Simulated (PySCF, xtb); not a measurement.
C5H9N, SMILES CC(=NC=C)C. Other conformers were not sampled.

Harmonic wavenumbers (cm⁻¹) from GFN2-xTB run with xtb at its own minimum, in rising order: 94, 117, 138, 172, 222, 358, 413, 474, 583, 690, 816, 848, 927, 943, 974, 991, 1044, 1060, 1179, 1237, 1277, 1379, 1389, 1402, 1460, 1464, 1471, 1476, 1660, 1759, 3008, 3011, 3021, 3028, 3028, 3043, 3065, 3109, 3140.

### Question
What does B3LYP-D3(BJ)/def2-SVP (PySCF 2.14.0) give at its own minimum? (The exact figures need the calculation; the answer reports its results.)

### Answer
100, 138, 155, 205, 257, 383, 434, 499, 611, 714, 820, 870, 921, 932, 964, 1000, 1062, 1094, 1200, 1257, 1311, 1382, 1388, 1419, 1438, 1445, 1452, 1464, 1676, 1768, 3022, 3031, 3088, 3096, 3128, 3147, 3155, 3157, 3247. Paired by order, the mean absolute difference is 30 cm⁻¹ and the zero-point energies are 79.3 and 80.7 kcal/mol.
